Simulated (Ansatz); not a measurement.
`[SiH3][O][InH2]` + `[SiH3]N[SiH3]` → `[SiH3][N]([SiH3])[InH2]` + `O[SiH3]`  (ligand exchange at the In–O bond)

Isolated molecules relaxed with PBE0-D4/def2-TZVP in Ansatz; ΔE leaves out vibrations. CBS: MP2 limit from def2 TZ/QZ plus the TZ coupled-cluster correction, frozen cores. This one scheme is used for every species. Functionals use def2-TZVPP. B3LYP here is the variant with VWN-RPA as its local correlation; programs differ in this. HSE06 is defined as in plane-wave codes. Elements past krypton have def2 core potentials. For In outer-core shells are correlated without core-valence functions, which leaves a few kJ/mol of doubt a bond.

`[SiH3][O][InH2]`:

```xyz
8

Si   -1.076   -0.135    0.914
O    -0.381   -0.127   -0.552
In    1.422    0.166   -1.348
H    -0.089    0.164    1.998
H    -1.678   -1.467    1.206
H    -2.156    0.889    0.992
H     1.351   -0.003   -3.040
H     2.606    0.514   -0.170
```

`[SiH3]N[SiH3]`:

Cartesian coordinates in Å:
```
Si -1.496 0.443 -0.052
N -0.137 -0.607 0.114
Si 1.544 -0.232 0.005
H -0.992 1.742 -0.561
H -2.204 0.671 1.239
H -2.491 -0.121 -1.004
H -0.354 -1.563 0.364
H 1.656 1.155 -0.510
H 2.240 -1.171 -0.917
H 2.235 -0.316 1.322
```

`[SiH3][N]([SiH3])[InH2]`:

```xyz
12

Si   -1.179   -1.198   -0.151
N     0.065   -0.005   -0.047
Si   -0.086    1.294    1.081
In    1.724   -0.130   -1.267
H    -0.806   -2.213   -1.173
H    -1.384   -1.892    1.153
H    -2.488   -0.597   -0.539
H    -0.196    0.794    2.481
H    -1.299    2.119    0.812
H     1.112    2.172    0.985
H     1.700   -1.484   -2.307
H     2.838    1.142   -1.028
```

`O[SiH3]`:

```xyz
6

O    -0.205   -1.263   -0.079
Si   -0.110    0.379    0.028
H     0.615   -1.756   -0.130
H     0.629    0.809    1.247
H    -1.507    0.863    0.090
H     0.578    0.968   -1.155
```

| level | ΔE (kJ/mol) | difference from CCSD(T)/CBS |
| --- | --- | --- |
| B97M-V | 27.4 | 11.6 |
| r2SCANh-D4 | 22.3 | 6.5 |
| HSE06-D4 | 18.2 | 2.4 |
| BLYP | 33.8 | 18.0 |
| B3LYP | 32.4 | 16.6 |
| BHLYP | 33.5 | 17.7 |
| LC-ωPBE | 27.1 | 11.3 |
| HF/def2-SVP | 39.6 | 23.8 |
| MP2/def2-SVP | 22.7 | 6.9 |
| CCSD/CBS(def2) | 19.4 | 3.6 |
| CCSD(T)/CBS | 15.8 | 0 |

Largest T1 diagnostic among the species: 0.015.

The D4 term adds −8.0 kJ/mol with B3LYP and −4.4 kJ/mol with PBE0; it sums over pairs of atoms, weighted by their polarisabilities, and B3LYP, whose exchange is more repulsive, gets the larger term. At CCSD(T), def2-SVP lies +6.6 kJ/mol from the extrapolated value and def2-TZVPP +0.5 kJ/mol.
